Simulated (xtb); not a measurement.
GeFCl2Br, SMILES [F][Ge]([Cl])([Cl])[Br]. All values are semi-empirical tight-binding results from xtb (GFN2-xTB unless named), good for trends rather than for accurate numbers. Geometry optimised at GFN2-xTB.

Optimised geometry:

Bonds (Å): F1–Ge2 1.772, Ge2–Cl3 2.102, Ge2–Cl4 2.102, Ge2–Br5 2.291. Bond angles (°): F1–Ge2–Cl3 106.0, F1–Ge2–Cl4 106.0, F1–Ge2–Br5 103.5, Cl3–Ge2–Cl4 115.2, Cl3–Ge2–Br5 112.5, Cl4–Ge2–Br5 112.5.
Charge 0, spin multiplicity 1.

For metal compounds this method's bond lengths and energies can be far off.

Task: Estimate the properties. (An estimate is asked for; the answer gives what the named calculation found.)

Result: 
```yaml
point_group_as_xtb_finds_it: Cs
orbital_gap: 4.53 eV
zero_point_energy: 2.9 kcal/mol
G − E(el) at 298.15 K (modified RRHO): -19.1 kcal/mol
```

Computed atomic charges and the Wiberg bond orders between heavy atoms:
charges (e) F1 -0.26, Ge2 0.41, Cl3 -0.05, Cl4 -0.05, Br5 -0.04. Bond orders F1–Ge2 1.02, Ge2–Cl3 1.13, Ge2–Cl4 1.13, Ge2–Br5 1.05.
